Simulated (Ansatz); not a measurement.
CH5ClO2Si2 can be A, `O=C([SiH3])[SiH](O)Cl`, or B, `[SiH3]O[Si]1(Cl)CO1`.

Isolated molecules relaxed with PBE0-D4/def2-TZVP in Ansatz; ΔE leaves out vibrations. CCSD(T)/CBS adds triple-zeta CCSD(T) − MP2 to the extrapolated MP2 energy (def2 sets, frozen cores). Functionals use def2-TZVPP. B3LYP here is the variant with VWN-RPA as its local correlation; programs differ in this. One conformer a species, not always the lowest.

A:

```xyz
11

O     1.059    0.301    1.419
C     0.202    0.049    0.591
Si   -1.671    0.266    1.031
Si    0.883   -0.436   -1.151
O     2.500   -0.438   -0.998
Cl    0.181    1.028   -2.409
H    -1.867   -0.069    2.462
H    -2.031    1.682    0.766
H    -2.475   -0.625    0.156
H     0.418   -1.730   -1.689
H     2.802   -0.028   -0.178
```

B:

Z-matrix (Å, degrees):
```
Si
O 1 1.648
H 1 1.482 2 108.3
H 1 1.481 2 108.0 3 -119.3
H 1 1.483 2 109.8 3 120.3
Si 2 1.601 1 150.2 3 -110.7
C 6 1.783 2 124.6 1 161.3
Cl 6 2.028 2 109.3 1 2.4
O 6 1.627 2 119.2 1 -136.0
H 7 1.088 6 122.3 2 5.6
H 7 1.087 6 122.9 2 -160.3
```

Task: Which is lower in electronic energy at CCSD(T)/CBS, and by how much? (An estimate is asked.)

Result: Ansatz gave: B, by 154.4 kJ/mol.

Task: Give E(B) − E(A) in kJ/mol with B3LYP, B3LYP-D4, CCSD(T)/def2-TZVPP, PBE0-D4, r2SCAN-D4, B2PLYP, CCSD/def2-TZVPP. (An estimate is asked.)

Result: Computed: B3LYP -142.4, B3LYP-D4 -141.0, CCSD(T)/def2-TZVPP -151.1, PBE0-D4 -145.7, r2SCAN-D4 -154.0, B2PLYP -150.6, CCSD/def2-TZVPP -155.6. None reverses the order clearly.

Largest T1 diagnostic: 0.014.

From PBE to PBE0 (25 % exact exchange), in def2-TZVPP and without D4, E(B) − E(A) moves by −17.0 kJ/mol.
